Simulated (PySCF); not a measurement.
Isomers CH₁₄OSi₅:

A. `[SiH2](O)C[Si]([SiH3])([SiH3])[SiH3]`
B. `InChI=1S/CH14OSi5/c1-6(2-3)7(4)5/h6-7H,1,3-5H3/t6-/m1/s1`
C. SMILES C[SiH2][Si]([SiH3])([SiH3])O[SiH3]

Spectrum 1. ¹H NMR (300 MHz, computed): δ 5.12 (t, 2H), 3.62 (s, 9H), 0.69 (br s, 1H), -0.03 (t, 2H). ¹³C{¹H} NMR (computed): δ 1.0 (CH2).

Spectrum 2. ¹H NMR (300 MHz, computed): δ 4.97 (s, 3H), 4.08 (q, 2H), 3.64 (s, 6H), 0.48 (t, 3H). ¹³C{¹H} NMR (computed): δ -9.0 (CH3).

Spectrum 3. ¹H NMR (300 MHz, computed): δ 5.86 (m, 1H), 5.10 (s, 3H), 3.73 (d, 3H), 3.45 (m, 3H), 3.40 (m, 1H), 0.36 (d, 3H). ¹³C{¹H} NMR (computed): δ 4.3 (CH3).

Method: shieldings: GIAO PBE0/pcSseg-1, coordinates at the GFN2-xTB level, in PySCF (averaged over atoms made equivalent by symmetry, fast rotation or ring inversion, no solvent model, relativity neglected, single conformer).

Shifts are taken against calculated references (same method and geometry level): ¹H (31.72 ppm), ¹³C (186.93 ppm) against TMS. Where no couplings were computed, multiplicities follow the n + 1 count of equivalent neighbours, and m marks all less simple cases (inequivalent or close neighbours, rings, F or P nearby). Shifts are as computed. Against solution values, carbons near 30 ppm lie about +3 ppm off and those near 130 ppm about +5 ppm. Of 1211 compounds with measured shifts, 218 miss one by over three times the rms of a fit or turn the order of signals round; such compounds aren't used in these exercises. OH and NH positions are gas-phase values without hydrogen bonding to other molecules.

Task: Which spectrum belongs to which compound?

Result: 1–A, 2–C, 3–B.

- Spectrum 1 (A): a single ¹³C signal, at 1.0 ppm (sp3 CH2 bonded to 2 Si); δH 0.69 is the hydrogen on an oxygen bonded to Si; δH -0.03 is the hydrogen on an sp3 CH2 bonded to 2 Si.
- Spectrum 2 (C): a single ¹³C signal, at -9.0 ppm (methyl carbon bonded to Si); δH 0.48 is the hydrogen on a methyl carbon bonded to Si; δH 4.97 is the hydrogen on a silicon bonded to O.
- Spectrum 3 (B): a single ¹³C signal, at 4.3 ppm (methyl carbon bonded to Si); δH 0.36 is the hydrogen on a methyl carbon bonded to Si; δH 5.86 is the hydrogen on a silicon bonded to C, O, Si.
